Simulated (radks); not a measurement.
Ionisation of the potassium ion K13+, [He] 2s2 2p2, to [He] 2s2 2p1 as the strength of local exchange is varied. All-electron calculation, scalar-relativistic Kohn-Sham, Slater X-alpha exchange (alpha = 2/3 is LDA exchange), no correlation, spin-polarised, spherical densities, point nucleus; open shells are filled with parallel spins first. Program: a radial shooting solver on a logarithmic mesh with Libxc functionals.

alpha = 0.667: E(K13+) (hartree) -482.76353; exchange (hartree) -17.55883; IE (eV) 785.49; -e of the level emptied (eV) 750.09 (2p); <r> of it (bohr) 0.3071
alpha = 0.697: E(K13+) (hartree) -483.55406; exchange (hartree) -18.36767; IE (eV) 788.32; -e of the level emptied (eV) 753.02 (2p); <r> of it (bohr) 0.3066
alpha = 0.705: E(K13+) (hartree) -483.76500; exchange (hartree) -18.58364; IE (eV) 789.08; -e of the level emptied (eV) 753.81 (2p); <r> of it (bohr) 0.3065
alpha = 0.898: E(K13+) (hartree) -488.87180; exchange (hartree) -23.82931; IE (eV) 807.45; -e of the level emptied (eV) 772.83 (2p); <r> of it (bohr) 0.3032
alpha = 0.923: E(K13+) (hartree) -489.53580; exchange (hartree) -24.51378; IE (eV) 809.85; -e of the level emptied (eV) 775.31 (2p); <r> of it (bohr) 0.3027
alpha = 0.927: E(K13+) (hartree) -489.64209; exchange (hartree) -24.62340; IE (eV) 810.24; -e of the level emptied (eV) 775.71 (2p); <r> of it (bohr) 0.3027

NIST Atomic Spectra Database: 786.3 eV (semi-empirical). The Delta-SCF value meets it near alpha = 0.68. Open shells are spherical and high-spin; term and fine-structure splittings are not resolved.
